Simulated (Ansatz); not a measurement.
Reaction (formal exchange of groups at a Ge–F bond): `[F][GeH]([F])[Cl]` + `CC1=C(I)C1` → `[F][GeH]([Cl])[I]` + `CC1=C(F)C1`

Gas-phase electronic energies from Ansatz, PBE0-D4/def2-TZVP geometries. CCSD(T)/CBS adds triple-zeta CCSD(T) − MP2 to the extrapolated MP2 energy (def2 sets, frozen cores). Functionals use def2-TZVPP. HSE06 is defined as in plane-wave codes. def2 core potentials past Kr. For Ge, I outer-core shells are correlated without core-valence functions, which leaves a few kJ/mol of doubt a bond. Scalar relativity is left out up to krypton.

CCSD(T)/CBS gives +50.6 kJ/mol.

(1) Another level gave +41.0 kJ/mol. Which?
A. MP2/def2-TZVPP
B. CCSD(T)/def2-TZVPP
C. CAM-B3LYP-D4/def2-TZVPP
D. HSE06/def2-TZVPP

(2) What do rigid-rotor, harmonic-oscillator terms from PBE0-D4/def2-TZVP frequencies (298.15 K, 1 bar) make of the CCSD(T)/CBS value? (Best estimate.)

Largest T1 diagnostic among the species: 0.012.

Results:

(1) C. CAM-B3LYP-D4 41.0, CCSD(T)/def2-TZVPP 55.4, HSE06 31.5, MP2/def2-TZVPP 63.7 kJ/mol.

(2) Computed: ΔZPE = +1.8 kJ/mol, ΔH = +52.5 kJ/mol, ΔS = 0 J/(mol·K), ΔG = +52.6 kJ/mol.

In def2-TZVPP, CCSD(T) changes the Hartree–Fock value by +14.5 kJ/mol (the triples alone add +2.1 kJ/mol) and MP2 by +22.7 kJ/mol. At CCSD(T), def2-SVP lies −10.9 kJ/mol from the extrapolated value and def2-TZVPP +4.9 kJ/mol.
